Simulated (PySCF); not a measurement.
**Polarisability and C₆ of S⁻ (sulfur, charge -1)**

[Ne] 3s2 3p5, 2P determinant. Calculation: PySCF 2.14, in aug-cc-pVDZ-DK; the spin-free X2C one-electron Hamiltonian (Gaussian nucleus). Coupled (time-dependent) response in atomic units; α is the mean over directions. A double-zeta set is small for polarisabilities.

```json
{"method": "UHF", "mean α (bohr³)": "32.67", "α xx, yy, zz": "25.34, 36.33, 36.33", "C₆ (like pair)": "304.4", "S(−4)": "369.3"}
```

S(−4) is the Cauchy moment in α(ω) = α(0) + S(−4) ω² + …

α(iu) at UHF:

| u (hartree) | α(iu) (bohr³) |
| --- | --- |
| 0 | 32.67 |
| 0.0500 | 31.79 |
| 0.100 | 29.59 |
| 0.200 | 24.15 |
| 0.300 | 19.45 |
| 0.500 | 12.81 |
| 0.750 | 7.953 |
| 1.00 | 5.248 |
| 1.50 | 2.684 |
| 2.00 | 1.601 |
| 3.00 | 0.7496 |
| 5.00 | 0.2819 |

A single London oscillator, α(iu) = α/(1 + u²/ω²), gives C₆ = (3/4) ω α². Matching the computed C₆ needs ω = 4 × 304.4 / (3 × 32.67²) = 0.380 hartree.

For an ion, C₆ is the dispersion term alone; charge-induced terms of lower order in 1/R come first.

The components differ because the open shell of this determinant is not spherical; for a pure term their mean is the scalar polarisability.
